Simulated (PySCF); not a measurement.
Diatomics of Co with the chalcogens

PBE with triple-zeta basis sets in PySCF, for the lowest determinant that a PBE0 search found; no spin–orbit coupling. De refers to high-spin ground-configuration atoms. A positive dipole means M(−)Co(+).

```
 M         basis  state (unpaired electrons)  Re (Å)  ωe (cm⁻¹)  De (eV)  μ (D)
 O    def2-TZVPP         quartet (π ↑↑, δ ↑)   1.629        869      n/a   3.84
 S    def2-TZVPP         quartet (π ↑↑, δ ↑)   1.980        518      n/a   3.70
Se  x2c-TZVPPall         quartet (π ↑↑, δ ↑)   2.098        383      n/a   3.26
```

The shortest bond is that of CoO (1.629 Å), the longest that of CoSe (2.098 Å).

The rows differ in basis set, which adds steps of its own.

Down a group the atoms grow and get heavier, so bonds lengthen and wavenumbers fall; this series shows no clear exception.

De is left out where the level can put another filling of the metal’s s and d shells below the measured ground configuration, by anything from nothing to about 1 eV. Spin–orbit coupling is left out. The state is the lowest single determinant that the PBE0 search found; with open d or f shells the true ground state can be another one.
